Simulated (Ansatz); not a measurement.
`N[Si](O)([SiH3])Cl`, relaxed with RKS PBE0-D4/def2-TZVP in Ansatz from a PBE-D4/def2-SVP geometry. The force threshold is 0.005 eV/Å; the program also tests the step.

The species carries charge 0 and has multiplicity 1.

Start:

```xyz
11

N     0.998   -1.557    0.353
Si    0.578    0.112    0.294
O     1.617    0.967   -0.713
Si   -1.668    0.359   -0.335
Cl    0.782    0.871    2.239
H     0.808   -2.137   -0.469
H     1.883   -1.826    0.793
H     1.509    1.935   -0.719
H    -1.925   -0.292   -1.670
H    -2.582   -0.257    0.688
H    -2.000    1.824   -0.459
```

**Question.** How much energy does the relaxation release, and in how many steps? (Estimate.)

**Answer.** The calculation gave: 6.51 kJ/mol, in 14 steps, 1 of them rejected.

**Question.** Which bonds change most? (Best estimate.)

**Answer.** Ansatz gave: Si2–O3 from 1.681 to 1.643 Å; Si2–Cl5 from 2.098 to 2.069 Å; N1–Si2 from 1.723 to 1.695 Å; Si4–H10 from 1.504 to 1.486 Å.

**Question.** Give the relaxed structure. (Best estimate.)

**Answer.** The calculation gave: 
```xyz
11

N     1.016   -1.520    0.297
Si    0.577    0.117    0.281
O     1.568    0.999   -0.688
Si   -1.665    0.351   -0.337
Cl    0.814    0.829    2.209
H     0.784   -2.120   -0.477
H     1.842   -1.833    0.782
H     1.524    1.955   -0.620
H    -1.922   -0.386   -1.606
H    -2.564   -0.181    0.719
H    -1.974    1.790   -0.560
```
